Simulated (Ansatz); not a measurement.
The first iterations of a band of AlCl$_{3}$FH$_{3}$OTi (10 atoms, charge 0, multiplicity 1).

Method: RKS PBE/def2-SVP (Ansatz).

```json
{
  "movable images": "7",
  "climbing image": "yes",
  "spring": "5.0 eV/Å²",
  "optimiser": "quadratic models (default)",
  "start path": "through a guess of the saddle point",
  "force threshold": "0.05 eV/Å",
  "iteration limit": "60",
  "end points": "relaxed"
}
```

First end point:

```xyz
10
Properties=species:S:1:pos:R:3
Ti -0.230 0.291 0.195
F 0.143 0.817 1.824
Cl 1.541 -0.907 -0.256
Cl -0.236 2.201 -0.862
Cl -1.507 -0.834 -1.751
O -1.876 -0.454 0.991
Al -3.098 -1.304 -0.180
H -3.147 -2.865 0.140
H -4.382 -0.376 -0.369
H -1.983 -0.306 1.951
```

Last end point:

```xyz
10
Properties=species:S:1:pos:R:3
Ti -0.505 0.093 -0.096
F -0.145 0.722 2.089
Cl 1.349 -1.080 -0.001
Cl -0.421 2.215 -0.657
Cl -1.555 -0.849 -1.997
O -1.878 -0.455 0.850
Al -3.127 -1.331 -0.208
H -3.088 -2.908 0.002
H -4.408 -0.431 -0.490
H -0.997 0.285 2.190
```

| iteration | highest image above the first end (eV) | largest band force component (eV/Å) |
| --- | --- | --- |
| 1 | 4.825 | 4.783 |
| 2 | 2.916 | 2.503 |
| 3 | 2.185 | 3.505 |
| 4 | 1.767 | 1.436 |
| 5 | 1.473 | 1.364 |
| 6 | 1.372 | 0.902 |
| 7 | 1.203 | 2.284 |
| 8 | 1.134 | 1.282 |
| 9 | 1.014 | 0.889 |
| 10 | 0.972 | 0.845 |
| 11 | 0.972 | 0.802 |

Task: Does the band converge within its limit, and where does its top end?

Result: The run converged. It ended after 33 iterations with the highest image 0.999 eV above the first end. A vibrational analysis at the climbing image gives one clearly imaginary mode, 568i cm⁻¹: a first-order saddle point. The orbitals stay closed-shell, which can raise the energy where a bond breaks towards radicals; this wasn't checked here.

The run took 10 min on 4 threads of Arm Neoverse V2 (shared host), peak memory 0.29 GiB.
